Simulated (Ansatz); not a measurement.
Consider the formal hydrolysis of the Si–Si bond: `C[SiH](O)[SiH3]` + H₂O → `C[SiH](O)O` + SiH₄.

Gas-phase electronic energies from Ansatz, PBE0-D4/def2-TZVP geometries. CBS: MP2 limit from def2 TZ/QZ plus the TZ coupled-cluster correction, frozen cores. This one scheme is used for every species. DFT in def2-TZVPP. One conformer a species, not always the lowest.

`C[SiH](O)[SiH3]`:

```xyz
12

C     0.007    1.172    1.261
Si    0.275   -0.456    0.381
O     1.871   -0.713    0.020
Si   -0.859   -0.522   -1.667
H     0.353    2.010    0.652
H     0.541    1.197    2.214
H    -1.057    1.318    1.471
H    -0.230   -1.547    1.271
H     2.472   -0.870    0.749
H    -0.390    0.566   -2.568
H    -2.318   -0.328   -1.430
H    -0.667   -1.827   -2.354
```

H₂O:

Z-matrix (Å, degrees):
```
O
H 1 0.960
H 1 0.960 2 105.1
```

`C[SiH](O)O`:

Z-matrix (Å, degrees):
```
C
Si 1 1.852
H 1 1.093 2 111.0
H 1 1.093 2 110.6 3 119.4
H 1 1.092 2 110.8 3 -120.4
O 2 1.647 1 105.2 3 -58.4
O 2 1.646 1 112.8 3 64.2
H 2 1.484 1 113.0 3 -179.4
H 6 0.958 2 117.2 1 -175.7
H 7 0.958 2 117.6 1 -54.3
```

SiH₄:

Cartesian coordinates in Å:
```
Si 0.000 0.000 0.000
H 1.464 -0.223 -0.103
H -0.630 -0.227 -1.325
H -0.258 1.395 0.438
H -0.576 -0.945 0.990
```

CCSD(T)/CBS gives -29.4 kcal/mol.

Another level gave -29.9 kcal/mol. Which?
A. r2SCAN/def2-TZVPP
B. B2PLYP/def2-TZVPP
C. HF/def2-TZVPP
D. revPBE/def2-TZVPP

A. r2SCAN -29.9, B2PLYP -31.7, HF/def2-TZVPP -35.7, revPBE -25.3 kcal/mol.

Largest T1 diagnostic among the species: 0.012.

From PBE to PBE0 (25 % exact exchange), in def2-TZVPP and without D4, ΔE moves by −1.4 kcal/mol. In def2-TZVPP, CCSD(T) changes the Hartree–Fock value by +5.3 kcal/mol (the triples alone add +0.7 kcal/mol) and MP2 by +4.0 kcal/mol. Leaving LDA and LC-ωPBE aside and taking each functional with its dispersion term where it has one, the values, not all of them listed here, spread over 7.1 kcal/mol, from CAM-B3LYP-D4 to revPBE-D4. LDA lies −1.5 kcal/mol from PBE without D4.
